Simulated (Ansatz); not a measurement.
Cartesian coordinates in Å:
```
O -0.2766 -2.1577 0.1726
Si -0.7685 -0.9409 1.1540
C -0.9583 0.6539 0.1835
Ge 0.6789 1.1777 -0.7127
O 1.3648 -0.3948 -1.2727
H 0.4204 -1.8828 -0.4418
H -2.0657 -1.3538 1.7460
H 0.1986 -0.6759 2.2595
H -1.2539 1.4650 0.8570
H -1.7456 0.5391 -0.5666
H 0.4690 2.0701 -1.9525
H 1.7008 1.8285 0.2411
H 2.2360 -0.3286 -1.6673
```

Charge 0, multiplicity 1.

List the ωB97M-V/def2-TZVPP orbital energies in eV (the Gaussian-basis code of Ansatz). (Estimate.)

Ansatz gave: Occupied: -10867.01, -1807.04, -1362.80, -1210.54, -1210.52, -1210.52, -526.26, -525.50, -281.32, -174.64, -148.03, -123.93, -123.86, -123.85, -102.16, -102.14, -102.13, -36.85, -36.69, -36.68, -36.61, -36.61, -30.60, -30.20, -22.59, -18.44, -17.62, -16.27, -15.17, -14.26, -13.34, -12.99, -12.57, -12.51, -12.04, -11.12, -10.69, -10.53. Lowest empty: 1.58, 2.36, 2.72, 2.91, 3.28, 3.68, 3.96, 4.28.
